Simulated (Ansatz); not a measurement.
The cluster HfSe2, relaxed as a singlet with RKS PBE-D4/def2-TZVP in Ansatz, starting from the GFN1-xTB geometry. Force threshold 0.02 eV/Å.

In the def2 sets Hf takes a core potential; there is no spin–orbit coupling. The restricted singlet is unstable towards broken spin symmetry in Hartree–Fock (as tested in another run); at PBE-D4/def2-TZVP this wasn't settled. The relaxation made no stability test and no search for a lower SCF solution. No other spin state of charge 0 was run. Another isomer (singlet) lies 3.37 eV lower at PBE0-D4/def2-TZVP; other spin states weren't run for this one.

Start:

```xyz
3

Hf   -1.5070    0.7399    1.5599
Se    0.1073   -0.3247    0.1800
Se    1.3997   -0.4152   -1.7400
```

| step | energy (eV) | largest force component (eV/Å) | SCF passes |
| --- | --- | --- | --- |
| 1 | -131985.4018 | 0.608 | 45 |
| 2 | -131985.4359 | 0.075 | 24 |
| 3 | -131985.4423 | 0.145 | 32 |
| 4 | -131985.4619 | 0.159 | 35 |
| 5 | -131985.4657 | 0.039 | 30 |
| 6 | -131985.4662 | 0.003 | 26 |

Force components are those of the run's own axes.

End:

```
atom   x (Å)   y (Å)   z (Å)
 Hf1  -1.482   0.598   1.673
 Se2   0.027  -0.018  -0.022
 Se3   1.455  -0.580  -1.650
```

By distances, no bond broke or formed. The bond that changes most is Se2–Se3, from 2.32 to 2.24 Å (atoms count from 1).

No frequencies were taken in this run, so the end may be a saddle point.

Hardware: 4 threads of AMD EPYC 9R45 on a shared host. Wall time 3.1 s.
